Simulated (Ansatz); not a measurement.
Total energies of C$_{3}$H$_{4}$ClI, SMILES `C/C(Cl)=C\I`.

Z-matrix (Å, degrees):
```
C
C 1 1.482
H 1 1.093 2 110.1
H 1 1.089 2 110.9 3 120.8
H 1 1.093 2 110.1 3 -118.3
Cl 2 1.740 1 113.9 3 59.1
C 2 1.326 1 129.2 3 -120.9
I 7 2.072 2 124.3 1 0.0
H 7 1.080 2 122.2 1 -180.0
```

Charge 0, multiplicity 1. Correlated methods include outer-core shells of I, which these sets cover unevenly. I takes the def2 core potential. All single points use the PBE0-D4/def2-TZVP geometry. Basis def2-TZVPP, Ansatz 0.2.0.

RPA on PBE orbitals: Hartree–Fock energy of these orbitals -872.06880 Eh, correlation -1.73285 Eh (frozen core).

| functional | energy without D4 (Eh) | D4 term (kJ/mol) |
| --- | --- | --- |
| LDA (SPW92) | -871.68367 | – |
| PBE | -874.31695 | -24.5 |
| revPBE | -874.59640 | -72.1 |
| BLYP | -874.55717 | -54.0 |
| r2SCAN | -874.68664 | -5.9 |
| B97M-V | -874.54296 | – |
| PBE0 | -874.39114 | -20.9 |
| r2SCAN0 | -874.64437 | -7.1 |
| HSE06 (plane-wave form) | -874.37509 | -19.6 |
| BHLYP | -874.54452 | -31.5 |
| LC-ωPBE | -874.49910 | – |
| ωB97X-V | -874.55731 | – |
| B2PLYP | -874.26730 | – |
| PBE-QIDH | -874.13659 | – |

(1) Give the same for B3LYP, r2SCANh, CAM-B3LYP, ωB97M-V. (An estimate is asked.)

B3LYP takes the VWN-RPA correlation (the form of Gaussian; ORCA's B3LYP/G). HSE06 is the plane-wave form, built on full-range PBE exchange. The double hybrids freeze the cores in their second-order part.

Answers

(1) Ansatz gave: 
| functional | energy without D4 (Eh) | D4 term (kJ/mol) |
| --- | --- | --- |
| B3LYP | -874.78443 | -40.0 |
| r2SCANh | -874.66927 | -6.4 |
| CAM-B3LYP | -874.61869 | -21.5 |
| ωB97M-V | -874.57642 | – |

LC-ωPBE has ω = 0.4 bohr⁻¹.
